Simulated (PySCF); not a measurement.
A PySCF script (with the pyscf-properties extension) for the NMR shieldings of SMILES CO[SiH2]O[CH2][AlH2], C₂H₉AlO₂Si, on a GFN2-xTB geometry:

```python
import basis_set_exchange as bse
import numpy as np
from pyscf import gto, dft
from pyscf.prop import nmr

atoms = """
C    -2.952438   -0.199178    0.441817
O    -1.665769   -0.563708    0.847884
Si   -0.271953   -0.531617    0.052145
O     0.283505    0.965898   -0.068201
C     1.679991    1.262548   -0.251917
Al    2.670491   -0.212612    0.719253
H    -3.629744   -0.388200    1.275134
H    -2.993347    0.857290    0.173207
H    -3.261930   -0.796110   -0.418478
H    -0.340453   -1.167087   -1.266263
H     0.628344   -1.260727    1.000493
H     1.862313    1.250666   -1.345399
H     1.790556    2.317365    0.047076
H     3.085461   -0.081932    2.204393
H     3.110561   -1.444608   -0.111859
"""
names = dict.fromkeys(["C", "O", "Si", "Al", "H"], "pcSseg-1")
basis = {el: gto.basis.parse(bse.get_basis(n, elements=[el], fmt="nwchem")) for el, n in names.items()}
mol = gto.M(atom=atoms, basis=basis, charge=0, verbose=0)
mf = dft.RKS(mol, xc="PBE0")
mf.grids.level = 2
mf.grids.alignment = dft.numint.BLKSIZE   # the property module wants whole blocks of grid points
mf.conv_tol = 1e-9
mf.kernel()

calc = nmr.RKS(mf)   # GIAO
C = mf.mo_coeff
Co = C[:, mf.mo_occ > 0]
resp = mf.gen_response(singlet=True, hermi=2)
def vind(x):   # induced exchange potential for any number of trial vectors
    d = np.einsum("pi,xij,qj->xpq", C, 2 * x.reshape(-1, C.shape[1], Co.shape[1]), Co, optimize=True)
    return np.einsum("xpq,pi,qj->xij", resp(d - d.transpose(0, 2, 1)), C, Co, optimize=True).ravel()
mo1, _ = nmr.rhf.solve_mo1(calc, with_cphf=vind)
sigma = calc.kernel(mo1)
for i, s in enumerate(sigma):   # ppm
    w = np.linalg.eigvalsh((s + s.T) / 2)
    print("%2d %-2s iso %8.1f  s11 %8.1f  s22 %8.1f  s33 %8.1f" % (i, mol.atom_pure_symbol(i), w.mean(), *w))
```

**Question.** Give the expected output.

**Answer.** 
```
 0 C  iso    133.5  s11    106.8  s22    108.8  s33    185.1
 1 O  iso    300.6  s11    218.4  s22    324.3  s33    359.2
 2 Si iso    390.4  s11    354.4  s22    392.4  s33    424.5
 3 O  iso    294.7  s11    260.8  s22    295.8  s33    327.5
 4 C  iso    131.7  s11     96.4  s22    107.4  s33    191.4
 5 Al iso    313.2  s11    260.5  s22    294.5  s33    384.7
 6 H  iso     27.7  s11     23.5  s22     25.5  s33     34.1
 7 H  iso     27.7  s11     23.1  s22     26.2  s33     33.9
 8 H  iso     27.9  s11     23.8  s22     25.7  s33     34.1
 9 H  iso     26.7  s11     23.4  s22     25.1  s33     31.7
10 H  iso     27.1  s11     22.6  s22     26.8  s33     31.8
11 H  iso     27.4  s11     23.7  s22     25.7  s33     32.8
12 H  iso     27.4  s11     23.8  s22     25.4  s33     33.0
13 H  iso     26.3  s11     24.0  s22     24.7  s33     30.3
14 H  iso     26.3  s11     23.8  s22     25.1  s33     29.9
```

These numbers come from an equivalent density-fitted implementation of the same equations, which agrees with the script to about 0.01 ppm for H and up to a few tenths of a ppm for heavy atoms, so last digits may differ.

Size and cost of the density-fitted run: 161 basis functions, 41 s wall time on 1 thread of an Arm Neoverse N1, shared host; peak memory 0.73 GiB.
